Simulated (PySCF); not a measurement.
BBr3: breathing scan

These are results of PySCF, B3LYP, basis B def2-TZVP, Br def2-TZVP (no relativity, density fitting), not measurements.

Rigid scan from the singlet minimum (B–Br 1.909 Å (×3); Br–B–Br 120.0° (×3)). Coordinate: all bonds to the central atom scaled together. Energies in kJ/mol from the minimum.

Task: Predict the curve at 0.88, 0.92, 0.96, 1.00, 1.04, 1.08, 1.14, 1.22, 1.35.

Result: 
| scale of all bonds to the centre | E (kJ/mol) |
| --- | --- |
| 0.88 | 246.1 |
| 0.92 | 96.2 |
| 0.96 | 21.3 |
| 1.00 | 0.0 |
| 1.04 | 16.7 |
| 1.08 | 59.5 |
| 1.14 | 154.1 |
| 1.22 | 306.6 |
| 1.35 | 555.3 |

At long bonds a restricted determinant can lie too high, and another spin state can fall below this curve.

The scan took 13 s on 4 threads of a shared AMD EPYC 9R45 96-Core (Zen 5) host; the process peaked at 1.7 GiB.
